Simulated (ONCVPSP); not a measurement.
# Pt: one change to an ONCV potential, before and after

ONCVPSP 4.0.1 input, shortened (lines: element, Z, core and valence counts, functional; n l f; lmax; l rc ep ncon nbas qcut; lloc lpopt rc5 dvloc0; l nproj debl; icmod fcfact rcfact), LDA (Perdew-Zunger), scalar-relativistic:

```
  Pt 78.00   10    4        3      upf
    1    0    2.00
    2    0    2.00
    2    1    6.00
    3    0    2.00
    3    1    6.00
    3    2   10.00
    4    0    2.00
    4    1    6.00
    4    2   10.00
    4    3   14.00
    5    0    2.00
    5    1    6.00
    5    2    9.00
    6    0    1.00
    2
    0    1.80    0.00    4    8    7.20
    1    1.60    0.00    3    7   10.00
    2    2.45    0.00    3    8    7.00
    4    5    1.50    0.00
    0    2    1.90
    1    2    0.40
    2    2    1.90
    0    0.00    0.00
```

In the p channel the program set the typed energies aside and used -2.069, 0.250 Ha.

All-electron outer shells of the reference configuration (LDA (Perdew-Zunger), scalar-relativistic, ld1.x):

```json
{"shell": "5s", "level (eV)": "-102.20", "outermost node (bohr)": "0.49", "outermost maximum (bohr)": "0.87"}
{"shell": "4f", "level (eV)": "-70.51", "outermost node (bohr)": "–", "outermost maximum (bohr)": "0.38"}
{"shell": "5p", "level (eV)": "-56.29", "outermost node (bohr)": "0.53", "outermost maximum (bohr)": "0.98"}
{"shell": "5d", "level (eV)": "-6.38", "outermost node (bohr)": "0.57", "outermost maximum (bohr)": "1.26"}
{"shell": "6s", "level (eV)": "-5.97", "outermost node (bohr)": "1.14", "outermost maximum (bohr)": "2.38"}
```

Change: d: rc 2.34.

Cutoffs: the cutoffs (Ha) at which the residual kinetic energy of the hardest occupied pseudo-wave falls to 1 and 0.1 mHa per electron; they do not see the model core or the augmentation charge, which bear on the density cutoff. Errors are all-electron minus pseudo energies relative to the spin-unpolarised reference configuration.

**Question.** How do hardness, ghosts and transferability respond?

**Answer.** The potential gets neither clearly harder nor softer (31 Ha and 37 Ha → 31 Ha and 37 Ha); of the 4 tests that both files solve, the error grows in 0 and shrinks in 2 by more than 15 % and 0.3 meV (median size 4.5 → 4.9 meV); neither file shows a bound ghost.

```csv
quantity,base,changed
"cutoff, loose",31 Ha,31 Ha
"cutoff, tight",37 Ha,37 Ha
loose cutoff by channel,"s 16 Ha, p 31 Ha, d 16 Ha","s 16 Ha, p 31 Ha, d 16 Ha"
bound ghosts,none,none
GHOST(+) flags under 300 eV,none,none
"error for 5s2 5p6 5d9 6s0, meV [ΔE 9.54 eV]",-3.3,-3.5
"error for 5s2 5p6 5d8 6s0, meV [ΔE 29.80 eV]",-5.7,-6.2
"error for 5s2 5p6 5d7 6s0, meV [ΔE 62.32 eV]",+21,+12
"error for 5s2 5p6 5d10 6s0, meV [ΔE 0.05 eV]",+2.3,+0.6
s: phases at 1.83 bohr within 0.05 rad from the reference energy up to (Ha; the scan ends near 5),to the end of the scan,to the end of the scan
p: phases at 1.62 bohr within 0.05 rad from the reference energy up to (Ha; the scan ends near 5),to the end of the scan,to the end of the scan
```
